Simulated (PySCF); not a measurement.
A calculated (TPSSh, PySCF 2.14, x2c-QZVPPall, scalar relativity by spin-free X2C-1e) atom or ion has these occupied shells.

| shell | electrons | orbital energy (eV) | rms radius, mean of both spins (bohr) |
| --- | --- | --- | --- |
| 1s α | 1 | -11023.6 | 0.0542 |
| 1s β | 1 | -11023.5 | 0.0542 |
| 2s α | 1 | -1416.4 | 0.228 |
| 2s β | 1 | -1416.3 | 0.228 |
| 2p α | 3 | -1240.3 | 0.203 |
| 2p β | 3 | -1240.2 | 0.203 |
| 3s α | 1 | -207.23 | 0.670 |
| 3s β | 1 | -207.05 | 0.670 |
| 3p α | 3 | -153.03 | 0.701 |
| 3p β | 3 | -152.87 | 0.701 |
| 3d α | 5 | -64.706 | 0.814 |
| 3d β | 5 | -64.420 | 0.814 |
| 4s α | 1 | -41.449 | 1.96 |

(1) Name the element and its charge.

## Answers

(1) Ge³⁺ (germanium, charge +3), in [Ar] 3d10 4s1, 2S determinant.
